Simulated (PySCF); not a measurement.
# Electron correlation in O⁺ (oxygen, charge +1)

[He] 2s2 2p3, high-spin 4S determinant. Calculation: PySCF 2.14, in 6-31G* (3s2p1d, 14 functions); the non-relativistic Hamiltonian (point nucleus). Frozen: 1s2; 5 electrons correlated.

MP2 pair energies summed by pair of shells (mhartree):

```json
{"pair": "2s-2p", "energy": "-40.63", "share (%)": "67.0"}
{"pair": "2p-2p", "energy": "-13.81", "share (%)": "22.8"}
{"pair": "2s-2s", "energy": "-6.20", "share (%)": "10.2"}
```

Total MP2 correlation energy: -60.64 mhartree.

Same-spin part -16.54 and opposite-spin part -44.10 mhartree; SCS-MP2 scales them by 1/3 and 6/5 to -58.44 mhartree.

```csv
level,correlation energy (mhartree)
CCSD,-76.07
(T),-0.54
CCSD(T),-76.61
```

Diagnostics: T1 = 0.0048, D1 = 0.0077, largest double amplitude 0.038.

Question: Is a single reference adequate?

Answer: Yes: T1 lies below 0.03 and no double amplitude reaches 0.07.
